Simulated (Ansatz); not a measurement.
Harmonic frequencies (cm⁻¹) at PBE0-D4/def2-TZVP from Ansatz: 71, 120, 183, 208, 255, 266, 434, 669, 713, 744, 798, 868, 931, 991, 1085, 1102, 1179, 1208, 1281, 1296, 1327, 1374, 1460, 1466, 1477, 2705, 2707, 3044, 3067, 3070, 3088, 3122, 3132.

Each molecule was computed in one conformer, which needn't be the lowest.

Q: Which molecule is it?
A. `CCSSC`
B. `CC[C](C)C`•
C. `O=C(O)c1ccccc1Br`
D. `SCCCS`

A: D.
